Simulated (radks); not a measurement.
Results of a calculation; reference values are marked as such.
Gd7+, 57 electrons, occupied as [Kr] 4d10 4f6 5s2 5p3. Code: a radial shooting solver on a logarithmic mesh with Libxc functionals. Model: Dirac Kohn-Sham, PBE, spin-unpolarised, spherical densities, finite nucleus; open shells fill j = l - 1/2 first; Fermi nuclear charge, rms radius 5.1569 fm.

Spin-orbit splittings of the eigenvalues, e(l+1/2) - e(l-1/2), with zeta = 2 splitting/(2l+1) and mean radii in bohr:

| shell | occ. | splitting (eV) | zeta (eV) | <r> j=l-1/2 | <r> j=l+1/2 |
|---|---|---|---|---|---|
| 2p | 6 | 695.9 | 463.9 | 0.07746 | 0.08430 |
| 3p | 6 | 142.8 | 95.18 | 0.2336 | 0.2466 |
| 3d | 10 | 31.10 | 12.44 | 0.2187 | 0.2228 |
| 4p | 6 | ? | ? | 0.5633 | 0.5922 |
| 4d | 10 | 5.825 | 2.330 | 0.6252 | 0.6352 |
| 4f | 6 | 0.8643 | 0.2469 | 0.7631 | 0.7695 |
| 5p | 3 | 5.855 | 3.903 | 1.340 | 1.400 |

Estimate the 4p splitting.

Answer. 31.95 eV (zeta = 21.30 eV).
